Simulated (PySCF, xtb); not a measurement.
CH6ClFSi2, SMILES [SiH3][Si@@](Cl)(C)F.

GFN2-xTB (xtb) at its own geometry gives an orbital gap of 4.54 eV and a dipole moment of 2.21 D.

The structure is a stationary point at B3LYP-D3(BJ)/def2-SVP. The structure was generated by enumeration; whether it is a known compound was not checked.

Task: What does PBE/def2-TZVP in PySCF give? (Estimate from the structure and the level; the computed values follow.)

Result: gap 5.86 eV (levels -6.99 and -1.13 eV), dipole 2.06 D.
